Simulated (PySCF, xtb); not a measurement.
C2H6ClFSi2, SMILES C=C(F)[Si@H]([SiH3])Cl. One conformer was computed; it need not be the lowest.

Harmonic wavenumbers (cm⁻¹) from xtb 6.7.1 with GFN2-xTB at its own minimum, in rising order: 24, 32, 77, 115, 130, 258, 344, 368, 416, 459, 464, 522, 615, 635, 660, 728, 778, 792, 796, 890, 919, 1148, 1368, 1666, 2188, 2240, 2244, 2271, 3105, 3160.

**Question.** What does PBE-D3(BJ)/def2-SVP (PySCF 2.14.0) give at its own minimum? (Estimate from the structure and the level; the computed values follow.)

**Answer.** 43, 79, 99, 121, 141, 268, 346, 376, 416, 487, 524, 548, 636, 727, 736, 753, 830, 852, 898, 898, 907, 1171, 1316, 1649, 2156, 2163, 2175, 2180, 3091, 3202. Paired by order, the mean absolute difference is 37 cm⁻¹ and the zero-point energies are 42.0 and 42.6 kcal/mol.
